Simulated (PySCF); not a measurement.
C3H3N2, SMILES [N]1C=CC=N1 (connectivity only; charge and spin as stated), charge -1, multiplicity 1. Heavy atoms are numbered as in [CH:1]1=[CH:5][N:4][N:3]=[CH:2]1. Hydrogens are named by the atom that carries them.

Geometry: r2SCAN-D4/def2-SVPD. The multiplicity is an assumed one; other spin states were not compared. The isomer is the one that the SMILES or the coordinates give; other isomers of the formula were not compared.

The numbers are results of PBE/pcSseg-1 (PySCF), not measurements.

GIAO shieldings, no solvent; atoms alike by connectivity are averaged. δ = σ(ref) − σ: ¹³C against TMS (σ = 182.0 ppm); ¹⁵N against NH3 (σ = 267.0 ppm); ¹H against TMS (σ = 31.49 ppm), references at their B3LYP-D3(BJ)/def2-TZVP geometries, non-relativistic.

Question: Estimate the chemical shifts. (An estimate is asked for; the answer gives what the named calculation found.)

Answer: 
```tsv
nucleus	atoms	count	δ (ppm)
¹³C	C2 (CH)	2	133.8
¹³C	C1 (CH)	1	96.8
¹⁵N	N3	2	372.9
¹H	H on C2	2	7.26
¹H	H on C1	1	5.88
```
